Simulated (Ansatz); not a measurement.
Na₃Li⁻. The state is a doublet with charge -1. Geometry PBE0/def2-TZVPD; atoms count from 1.

```xyz
4

Li    0.973    0.081    1.111
Na   -1.221   -0.098   -1.393
Na   -2.016   -0.689    2.067
Na    2.264    0.706   -1.785
```

The highest occupied level of the charge -1 doublet lies above zero (up to 0.01 eV). By energy differences its removal costs 0.89 eV (vertical, to the charge 0 singlet, at PBE0/def2-TZVPD); a positive level beside a positive removal energy at the same level points to self-interaction error. The structure comes from a short search, and lower isomers may exist.

Question: Estimate the Mulliken populations from the PBE0/def2-TZVPD orbitals of Ansatz.

Answer: 
```tsv
atom	charge (e)	spin (α − β)
Li1	-0.07	0.48
Na2	-0.27	0.52
Na3	-0.33	0.00
Na4	-0.33	0.00
```
Mulliken values and Mayer orders depend strongly on the basis. With diffuse functions, as here, like atoms can get unlike values, and bond orders can come out too low or too high.

Question: Where does the spin sit?

Answer: Summed by element: Li 0.48, Na 0.52, of 1 unpaired in all. Largest on single atoms: Na2 0.52, Li1 0.48, Na4 0.00.

Question: And the Mayer bond orders between bonded heavy atoms (over 0.3)?

Answer: Li1–Na2 0.48 (3.33 Å); Li1–Na3 0.51 (3.23 Å); Li1–Na4 0.51 (3.23 Å); Na2–Na3 0.54 (3.60 Å); Na2–Na4 0.54 (3.60 Å).
